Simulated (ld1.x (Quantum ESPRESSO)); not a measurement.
Reading a pseudo-wave (Au)

Columns: radius, all-electron u(r) and pseudo u(r) of the 6s shell (level -6.53 eV) of gold in the configuration [Xe] 4f14 5d10 6s0.75 6p0.25; LDA (PZ), scalar-relativistic, ultrasoft scheme, ld1.x (Quantum ESPRESSO) 7.5.

```csv
r (bohr),all-electron,pseudo
0.170,0.0961,-0.0731
0.340,-0.1938,-0.1456
0.510,0.0878,-0.2170
0.680,0.2973,-0.2864
0.850,0.2703,-0.3531
1.020,0.1063,-0.4163
1.190,-0.0950,-0.4748
1.360,-0.2799,-0.5277
1.530,-0.4278,-0.5738
1.700,-0.5356,-0.6120
1.870,-0.6072,-0.6413
2.040,-0.6491,-0.6609
2.210,-0.6677,-0.6702
2.380,-0.6685,-0.6686
2.550,-0.6562,-0.6562
2.720,-0.6345,-0.6345
2.890,-0.6065,-0.6065
3.060,-0.5744,-0.5744
3.230,-0.5398,-0.5398
3.400,-0.5042,-0.5042
3.570,-0.4685,-0.4685
3.740,-0.4334,-0.4334
3.910,-0.3994,-0.3994
4.080,-0.3669,-0.3669
4.250,-0.3361,-0.3361
4.420,-0.3071,-0.3071
```

How many radial nodes do the two functions have?

The all-electron 6s function has n − l − 1 = 5 (the table is too coarse to show those close to the nucleus); the pseudo-wave has 0, since the states of the same l below it are removed with the core.

At about which radius was the pseudo-wave matched?

2.50 bohr, where the columns begin to agree (steps of 0.17 bohr).

Is the pseudo-wave norm-conserving?

No, it belongs to an ultrasoft set: the norm inside the radius is not constrained, and the difference is carried by the augmentation charge.
